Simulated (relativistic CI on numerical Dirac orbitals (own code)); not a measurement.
## Hyperfine structure of Hg15+, mass number 201

Computed by Dirac-Coulomb-Breit CI, KLI orbitals optimised for each configuration, QED by a radiative potential, unscaled Slater integrals (own radial code, finite nucleus).

CI space (outside the closed core [Kr] 4d10): 4f¹⁴5s²5p³, 4f¹⁴5s5p⁴, 4f¹⁴5s²5p²5d, 4f¹³5s²5p⁴, 4f¹⁴5s5p³5d, 4f¹⁴5s²5p²5f, 4f¹⁴5s²5p²5g, 4f¹⁴5s5p³5f, 4f¹⁴5s²5p²6s, 4f¹³5s²5p³5d, 4f¹⁴5p⁵, 4f¹³5p⁶, 4f¹⁴5s²5p5d², 4f¹⁴5s²5d³, 4f¹⁴5s5p5d³, 4f¹⁴5s²5d²5f, 4f¹⁴5s²5d²5g, 4f¹⁴5s²5p5f², 4f¹⁴5s²5d5f², 4f¹⁴5s5p5d5f², 4f¹⁴5s²5f³, 4f¹⁴5s²5f²5g. Double excitations out of closed p, d and f shells are left out; levels of such configurations are missing from the list, as are those of other unlisted configurations, and high levels can miss mixing partners. Some configurations lack a partner that the ground configuration has and come out too high, among them 4f¹³5s²5p³5d, 4f¹⁴5s5p³5f, 4f¹⁴5s²5p²6s.

Nuclear spin I = 3/2, μ = -0.558 μN, Q = 0.387 b (tables of Stone and Pyykkö). The electronic factors are computed for point nuclear moments, without core polarisation or the Bohr-Weisskopf and QED corrections.

```json
{"Level": "4f¹⁴5s²5p³ ²D°5/2", "E (eV)": "23.0945", "A (MHz)": "-13870", "B (MHz)": "-8.12"}
{"Level": "4f¹⁴5s²5p³ ²P°1/2", "E (eV)": "26.3325", "A (MHz)": "-49660", "B (MHz)": ""}
{"Level": "4f¹⁴5s²5p³ ²P°3/2", "E (eV)": "47.3334", "A (MHz)": "-5112", "B (MHz)": "-11200"}
{"Level": "4f¹⁴5s5p⁴ ⁴P5/2", "E (eV)": "62.0037", "A (MHz)": "-33090", "B (MHz)": "3420"}
{"Level": "4f¹³5s²5p⁴ ⁴G°11/2", "E (eV)": "66.0233", "A (MHz)": "-2320", "B (MHz)": "1870"}
{"Level": "4f¹³5s²5p⁴ ²D°3/2", "E (eV)": "66.4405", "A (MHz)": "2230", "B (MHz)": "66.6"}
```

Levels with J = 0, under 50 % of one LS term, or S terms without an open s electron are left out. Small factors come from cancelling terms and can be off by tens of per cent or more.

At this charge transitions that keep the count of f electrons are usually good to a few per cent. Levels and lines within the n = 5 or 6 shells can be off by up to 10 % or somewhat more, and those that change n by about 2 %, since core polarisation is missing. Levels that differ in their count of f electrons can be misplaced by several ten thousand cm⁻¹, since the correlation energy of f electrons is missing or only estimated; rates across such gaps can be off by orders of magnitude.

Problem. Give the hyperfine levels of 4f¹⁴5s²5p³ ²P°1/2 relative to its centre of gravity.

Solution. With K = F(F + 1) − I(I + 1) − J(J + 1), E = AK/2: F = 1: 62070, F = 2: -37240 MHz.

LS names give the leading component of a level, which can be under half, so a name can repeat, a term be missing and a line seem to break the LS rules.
